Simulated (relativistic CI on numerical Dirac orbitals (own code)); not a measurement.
**Radial parameters of Lu XVII**

Calculated at this level of theory: Dirac-Coulomb-Breit CI, separate exchange-only KLI orbitals for each configuration, model QED, unscaled Slater integrals (own radial code, finite nucleus).

Slater integrals F^k, G^k are unscaled and averaged over j, outside the closed core [Ar] 3d10 4d10; ζ comes from projecting the Hamiltonian with its Breit term on Σ l·s of the shell.

- 4s2 4p6 4f9: F^2(4f,4f) = 180760, F^4(4f,4f) = 115890, F^6(4f,4f) = 84127, ζ(4f) = 4232.6 cm⁻¹; <r>(4f) = 0.5581, <r^2>(4f) = 0.367 (bohr units).
- 4s2 4p6 4f8 5s: F^2(4f,4f) = 183570, F^4(4f,4f) = 117820, F^6(4f,4f) = 85562, ζ(4f) = 4386, G^3(4f,5s) = 33417 cm⁻¹; <r>(4f) = 0.551, <r^2>(4f) = 0.3574, <r>(5s) = 0.9604, <r^2>(5s) = 1.026 (bohr units).
- 4s2 4p6 4f7 5s2: F^2(4f,4f) = 186650, F^4(4f,4f) = 119930, F^6(4f,4f) = 87141, ζ(4f) = 4541.7 cm⁻¹; <r>(4f) = 0.5434, <r^2>(4f) = 0.3471 (bohr units).

Averages of the first 7 configurations, taken without configuration mixing, which lowers the lowest level and can move excited configurations by several eV; other configurations of the list can lie among them:

```tsv
Configuration	Parity	States	Average energy above the lowest level (eV)
4s2 4p6 4f9	odd	2002	14.4
4s2 4p6 4f8 5s	even	6006	18.2
4s2 4p6 4f7 5s2	odd	3432	28.7
4s2 4p6 4f8 6s	even	6006	174.5
4s2 4p5 4f10	odd	6006	397.4
4s 4p6 4f10	even	2002	530.1
4p6 4f11	odd	364	1048.3
```
